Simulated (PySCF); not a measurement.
Two species compared at the same levels of theory.

First species: C7H5F3N2.
Structure used (GFN2-xTB), in Å, numbered top down from 1:
```xyz
17
C7H5F3N2 angstrom
C      2.3518   -0.5759    0.4402
C      1.1190    0.2173    0.1582
C      1.1242    1.5488    0.6398
N      1.1542    2.6326    1.0110
C      0.0476   -0.2485   -0.5188
C      0.0400   -1.5636   -1.0379
N      0.0330   -2.6193   -1.4835
C     -1.2085    0.5539   -0.7394
C     -2.2451    0.1881    0.3174
F     -1.7748    0.3590    1.5612
F     -2.6396   -1.0876    0.2293
F     -3.3446    0.9427    0.2091
H      2.4547   -0.7157    1.5169
H      2.3063   -1.5489   -0.0426
H      3.2334   -0.0366    0.0942
H     -1.0114    1.6248   -0.6475
H     -1.6472    0.3410   -1.7174
```

Second species: C₄H₈ClFO₃S.
Cartesian coordinates in Å at the GFN2-xTB level; atoms count from 1:
```xyz
18
C4H8ClFO3S angstrom
C     -1.898   -1.194   -0.539
O     -0.525   -0.875   -0.654
C     -0.228    0.485   -0.879
C     -0.684    1.434    0.226
C      1.287    0.446   -0.990
F      1.886    1.646   -0.857
S      1.944   -0.575    0.416
O      1.139   -0.516    1.588
O      3.330   -0.274    0.536
Cl     1.855   -2.448   -0.319
H     -1.942   -2.280   -0.532
H     -2.324   -0.807    0.390
H     -2.462   -0.807   -1.395
H     -0.666    0.808   -1.842
H     -0.371    1.050    1.193
H     -1.766    1.541    0.210
H     -0.240    2.413    0.066
H      1.656   -0.039   -1.896
```

Levels: PBE0/pcSseg-1 for dipole moment, HOMO energy, LUMO energy and HOMO–LUMO gap; GFN2-xTB for rotational constant A and rotational constant C. Geometries: GFN2-xTB. Each structure is a single optimised conformer of the isolated species, non-relativistic unless stated; the electronic structure was computed with PySCF and density fitting.

Dipoles, sizes and rotational constants follow the conformer. The torsions of the flexible species, by atom-mapped SMILES:
- `[CH3:1]/[C:2]([C:3]#[N:4])=[C:5](\[C:6]#[N:7])[CH2:8][C:9]([F:10])([F:11])[F:12]`: C2–C5–C8–C9 -96°, C5–C8–C9–F10 56°
- `[CH3:1][O:2][C@@H:3]([CH3:4])[C@@H:5]([F:6])[S:7](=[O:8])(=[O:9])[Cl:10]`: C1–O2–C3–C4 61°, O2–C3–C5–F6 -163°, C3–C5–S7–O8 -31°

```json
{"property": "dipole moment", "column X": "2.06 D", "column Y": "5.46 D"}
{"property": "HOMO energy", "column X": "-8.61 eV", "column Y": "-8.18 eV"}
{"property": "LUMO energy", "column X": "-3.00 eV", "column Y": "-1.23 eV"}
{"property": "HOMO–LUMO gap", "column X": "5.61 eV", "column Y": "6.95 eV"}
{"property": "rotational constant A", "column X": "1.162 GHz", "column Y": "1.275 GHz"}
{"property": "rotational constant C", "column X": "0.546 GHz", "column Y": "0.701 GHz"}
```

Q: Which column belongs to which species?

A: Column X is the first species and column Y the second. The first has 17 atoms and 88 electrons, the second 18 and 98.

Q: How does each property change from the first species to the second?

A: dipole moment +3.40 D; HOMO energy +0.43 eV; LUMO energy +1.77 eV; HOMO–LUMO gap +1.34 eV; rotational constant A +0.113 GHz; rotational constant C +0.155 GHz.

On the first: A dipole of 2.06 D is allowed in C1, and pure rotational transitions are dipole-allowed. The dipole matches unit charges of opposite sign 0.43 Å apart (1 e·Å = 4.8032 D).

On the second: The dipole matches unit charges of opposite sign 1.14 Å apart (1 e·Å = 4.8032 D).
